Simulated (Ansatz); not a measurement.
CH₈BFSi₂, SMILES `FB([SiH3])C[SiH3]`, relaxed with RKS PBE-D4/def2-SVP in Ansatz from a rough embedded geometry. The force threshold is 0.03 eV/Å; the program also tests the step.

Total charge 0; spin multiplicity 1.

Start:

```xyz
13

F     0.469   -2.193    1.052
B    -0.020   -1.099    0.332
Si   -1.829   -0.566    0.670
C     0.810   -0.340   -0.835
Si    1.305    1.373   -0.276
H    -2.762   -1.683    0.368
H    -2.220    0.596   -0.226
H    -2.016   -0.123    2.034
H     0.253   -0.389   -1.751
H     1.772   -0.968   -0.937
H     2.026    1.304    1.003
H     2.104    1.976   -1.325
H     0.109    2.112   -0.110
```

By how much does the energy fall, and how many steps does the optimiser take? (An estimate is asked.)

Computed: 0.60 eV, in 12 steps.

Which bonds change most? (Best estimate.)

Computed: B2–Si3 from 1.915 to 2.051 Å; Si5–H13 from 1.416 to 1.505 Å; B2–C4 from 1.621 to 1.556 Å; Si3–H8 from 1.446 to 1.509 Å.

Give the relaxed structure. (Estimate.)

Ansatz gave: 
```xyz
13

F     0.578   -1.900    1.148
B    -0.014   -1.047    0.292
Si   -1.990   -0.612    0.628
C     0.840   -0.404   -0.838
Si    1.419    1.322   -0.255
H    -2.829   -1.862    0.511
H    -2.521    0.396   -0.360
H    -2.199   -0.060    2.018
H     0.245   -0.210   -1.755
H     1.749   -0.992   -1.088
H     2.282    1.199    0.970
H     2.210    1.988   -1.348
H     0.229    2.182    0.076
```
